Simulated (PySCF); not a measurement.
1,4-difluorobenzene, C₆H₄F₂.
Structure used (GFN2-xTB), in Å, numbered top down from 1:
```xyz
12
C6H4F2 angstrom
F     -2.684   -0.349   -0.070
C     -1.349   -0.175   -0.036
C     -0.529   -1.290   -0.016
C      0.842   -1.112    0.019
C      1.349    0.175    0.031
F      2.685    0.348    0.064
C      0.530    1.291    0.011
C     -0.842    1.113   -0.023
H     -0.965   -2.277   -0.027
H      1.513   -1.956    0.036
H      0.966    2.277    0.023
H     -1.514    1.956   -0.038
```

Computed geometry: GFN2-xTB, gas phase.

Take the most abundant isotopes and a rigid rotor. 

(1) Give the principal moments of inertia and the rotational constants in cm⁻¹.

(2) What kind of rotor is it?

(3) What does the inertial defect say?

(4) List the rotational levels J(Ka,Kc) to J = 4 (MHz).

## Answers

(1) Ia = 88.83, Ib = 352.33, Ic = 441.16 u·Å²; 505379 MHz·u·Å²/I gives 5690, 1434 and 1146 MHz, that is A = 0.18978, B = 0.04785, C = 0.03821 cm⁻¹.

(2) An asymmetric top: κ = (2 × 1434 − 5690 − 1146)/(5690 − 1146) = -0.87.

(3) Planar: Δ = Ic − Ia − Ib = 0.00 u·Å². For a rigid frame Δ = −2 Σ m c², so it vanishes when all atoms lie in the ab plane; here none is more than 0.01 Å from it.

(4) Above 0(0,0):
J = 1: 1(0,1) 2580, 1(1,1) 6835, 1(1,0) 7124
J = 2: 2(0,2) 7726, 2(1,2) 11706, 2(1,1) 12573, 2(2,1) 25338, 2(2,0) 25352
J = 3: 3(0,3) 15409, 3(1,3) 19004, 3(1,2) 20737, 3(2,2) 33078, 3(2,1) 33149, 3(3,1) 55084, 3(3,0) 55085
J = 4: 4(0,4) 25589, 4(1,4) 28719, 4(1,3) 31605, 4(2,3) 43387, 4(2,2) 43598, 4(3,2) 65431, 4(3,1) 65434, 4(4,1) 96203, 4(4,0) 96203
The levels of one J sum to (2J + 1)J(J + 1)(A + B + C)/3.

No frequency check. Zero-point vibration and centrifugal distortion are left out.
